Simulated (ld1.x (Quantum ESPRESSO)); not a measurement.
## Varying the RRKJ potential for Yb

Base potential:

ytterbium (Yb), norm-conserving RRKJ (Kleinman–Bylander form), made with ld1.x (Quantum ESPRESSO) 7.5 (BLYP, fully relativistic). Core [Kr] 4d10, reference 4f14 5s2 5p6 5d0 6s2 6p0. Waves: 5s (bound): rc 2.00 bohr; 5p (bound): rc 1.70 bohr; 5d (bound, empty): rc 3.40 bohr; 4f (bound): rc 1.00 bohr. Local part: all-electron potential smoothed inside 2.05 bohr (lloc = -2). Core correction: Bessel-smoothed model core, default radius (core density twice the valence density). rho0 = 0.02.

Open shells are filled in proportion to 2j + 1 (rel_dist='average').

Occupied shells without a wave of their own: 6s. They enter only through the test configuration that unscreens the potential, and ld1.x also counts them in the model core charge.

All-electron outer shells of the reference configuration (BLYP, scalar-relativistic, ld1.x):

```csv
shell,level (eV),outermost node (bohr),outermost maximum (bohr)
4p,-337.92,0.26,0.48
4d,-177.66,0.24,0.49
5s,-54.71,0.58,1.07
5p,-27.20,0.62,1.24
6s,-3.81,1.47,3.24
4f,-2.79,–,0.49
6p,-0.98,1.82,4.78
5d,-0.56,0.70,2.15
```

Cutoffs, loose and tight: the cutoffs (Ry, on a coarse ladder) from which the occupation-weighted sum of valence levels, in a spherical-Bessel basis at the reference potential, stays within 10 and 1 mRy of its value at 400 Ry. They do not see the model core or the augmentation charge, which bear on the density cutoff. Test errors are all-electron minus pseudo excitation energies from the reference, over the configurations 4f14 5s2 5p6 5d0 6s1 6p0; 4f14 5s2 5p6 5d0 6s0 6p0; 4f13 5s2 5p6 5d0 6s0 6p0; 4f14 5s2 5p5 5d0 6s2 6p0; 4f14 5s2 5p6 5d0 6s0 6p1; 4f12 5s2 5p6 5d0 6s0 6p0; 4f13 5s2 5p6 5d1 6s2 6p0. A dash means not determined; rows that change the core or the reference have their own tests.

With those shells counted twice in exchange and correlation these files are broken, and their errors move erratically; no question is asked of them.

Cutoffs are not given where the Bessel-basis levels miss the radial ones by over 6 mRy, ghosts where they miss by over 20 mRy; a channel whose overlap is not positive is not tested.

The default core radius of the base comes out at 0.60 bohr.

```tsv
change	outcome	bound ghosts	largest test error (meV)
base	generated, misses its reference levels by 0.22 eV	not determined	no test is counted, since the test run did not reproduce the reference configuration
core correction Bessel-smoothed model core inside 0.68 bohr	generated, misses its reference levels by 0.22 eV	not determined	no test is counted, since the test run did not reproduce the reference configuration
wave 5p (bound): rc 1.70 bohr becomes 5p (bound): rc 2.34 bohr	generated, misses its reference levels by 0.22 eV	not determined	no test is counted, since the test run did not reproduce the reference configuration
wave 5s (bound): rc 2.00 bohr becomes 5s (bound): rc 2.16 bohr	generated, misses its reference levels by 0.18 eV	not determined	no test is counted, since the test run did not reproduce the reference configuration
wave 5d (bound): rc 3.40 bohr becomes 5d (bound): rc 4.90 bohr	generated, misses its reference levels by 0.22 eV	not determined	no test is counted, since the test run did not reproduce the reference configuration
local potential all-electron potential smoothed inside 2.40 bohr (lloc = -2)	generated, misses its reference levels by 0.17 eV	not determined	no test is counted, since the test run did not reproduce the reference configuration
reference 4f14 5s2 5p6 5d0 6s1 6p0	generated, misses its reference levels by 0.30 eV	not determined	no test is counted, since the test run did not reproduce the reference configuration
local potential the s channel	failed: run_pseudo: Errors in PS-KS equation	–	–
wave 4f (bound): rc 1.00 bohr becomes 4f (bound): rc 0.62 bohr	generated, misses its reference levels by 0.22 eV	not determined	no test is counted, since the test run did not reproduce the reference configuration
functional PBE	generated, misses its reference levels by 0.23 eV	not determined	no test is counted, since the test run did not reproduce the reference configuration
```
